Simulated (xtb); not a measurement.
xtb input (GFN2-xTB):

```bash
xtb mol.xyz --gfn 2 --sp --chrg 0 --uhf 0
```
mol.xyz:
```
8

N     -1.70443359    -0.33046472     0.12650692
Al     0.02163860     0.00452496    -0.00158888
O      1.06816086    -1.32042520    -0.15892934
O      0.67970880     1.57056193     0.02457093
H     -2.09460996    -1.25916895     0.11098685
H     -2.43302036     0.35682395     0.22378646
H      2.01785959    -1.22424171    -0.23400397
H      0.17654673     2.37992135     0.10920499
```

End of the output:

```
         :::::::::::::::::::::::::::::::::::::::::::::::::::::
         ::                     SUMMARY                     ::
         :::::::::::::::::::::::::::::::::::::::::::::::::::::
         :: total energy             -14.293785722972 Eh    ::
         :: gradient norm              0.029331778094 Eh/a0 ::
         :: HOMO-LUMO gap              4.143015919210 eV    ::
         ::.................................................::
         :: SCC energy               -14.407993775143 Eh    ::
         :: -> isotropic ES            0.103057389652 Eh    ::
         :: -> anisotropic ES          0.003689668871 Eh    ::
         :: -> anisotropic XC         -0.000697625121 Eh    ::
         :: -> dispersion             -0.002871827770 Eh    ::
         :: repulsion energy           0.114208052171 Eh    ::
         :: add. restraining           0.000000000000 Eh    ::
         :: total charge               0.000000000000 e     ::
         :::::::::::::::::::::::::::::::::::::::::::::::::::::

           -------------------------------------------------
          |                Property Printout                |
           -------------------------------------------------

    * Orbital Energies and Occupations

         #    Occupation            Energy/Eh            Energy/eV
      -------------------------------------------------------------
         1        2.0000           -0.6642883             -18.0762
         2        2.0000           -0.6554899             -17.8368
         3        2.0000           -0.5837069             -15.8835
         4        2.0000           -0.5560738             -15.1315
         5        2.0000           -0.5388431             -14.6627
         6        2.0000           -0.5016576             -13.6508
         7        2.0000           -0.4788038             -13.0289
         8        2.0000           -0.4566129             -12.4251
         9        2.0000           -0.4499364             -12.2434
        10        2.0000           -0.4494989             -12.2315
        11        2.0000           -0.4328396             -11.7782
        12        2.0000           -0.3772119             -10.2645 (HOMO)
Note: The following floating-point exceptions are signalling: IEEE_UNDERFLOW_FLAG IEEE_DENORMAL
normal termination of xtb
        13                         -0.2249589              -6.1214 (LUMO)
        14                         -0.0783404              -2.1318
        15                          0.0129402               0.3521
        16                          0.0187583               0.5104
        17                          0.0431707               1.1747
        18                          0.0631995               1.7197
        19                          0.0681863               1.8554
        20                          0.1699556               4.6247
        21                          0.1934353               5.2636
        22                          0.2450065               6.6670
        23                          0.5784984              15.7417
       ...                                ...                  ...
        25                          0.9476027              25.7856
      -------------------------------------------------------------
                  HL-Gap            0.1522530 Eh            4.1430 eV
             Fermi-level           -0.3010854 Eh           -8.1930 eV

     #   Z          covCN         q      C6AA      α(0)
     1   7 N        2.505    -0.401    30.451     8.195
     2  13 Al       2.271     0.392   113.819    23.248
     3   8 O        1.540    -0.474    22.414     6.387
     4   8 O        1.540    -0.477    22.493     6.398
     5   1 H        0.862     0.173     1.257     1.756
     6   1 H        0.861     0.167     1.292     1.780
     7   1 H        0.815     0.316     0.673     1.288
     8   1 H        0.812     0.305     0.706     1.319

 Mol. C6AA /au·bohr⁶  :        836.497715
 Mol. C8AA /au·bohr⁸  :      33182.663679
 Mol. α(0) /au        :         50.371675

Wiberg/Mayer (AO) data.
largest (>0.10) Wiberg bond orders for each atom

 ---------------------------------------------------------------------------
     #   Z sym  total        # sym  WBO       # sym  WBO       # sym  WBO
 ---------------------------------------------------------------------------
     1   7 N    3.245 --     2 Al   1.276     5 H    0.935     6 H    0.932
     2  13 Al   3.998 --     3 O    1.302     4 O    1.289     1 N    1.276
     3   8 O    2.251 --     2 Al   1.302     7 H    0.857
     4   8 O    2.248 --     2 Al   1.289     8 H    0.869
     5   1 H    0.970 --     1 N    0.935
     6   1 H    0.972 --     1 N    0.932
     7   1 H    0.900 --     3 O    0.857
     8   1 H    0.907 --     4 O    0.869
 ---------------------------------------------------------------------------

Topologies differ in total number of bonds
Writing topology from bond orders to xtbtopo.mol

molecular dipole:
                 x           y           z       tot (Debye)
 q only:       -0.405       0.360       0.053
   full:       -0.492       0.474       0.066       1.744
molecular quadrupole (traceless):
                xx          xy          yy          xz          yz          zz
 q only:        3.161      -2.194      -0.418      -0.618       0.310      -2.743
  q+dip:        4.857      -2.468      -0.274      -0.933       0.438      -4.584
   full:        3.398      -2.926      -1.029      -0.645       0.320      -2.369

           -------------------------------------------------
          | TOTAL ENERGY              -14.293785722972 Eh   |
          | GRADIENT NORM               0.029331778094 Eh/α |
          | HOMO-LUMO GAP               4.143015919210 eV   |
           -------------------------------------------------

------------------------------------------------------------------------
------------------------------------------------------------------------
 total:
 SCF:
```
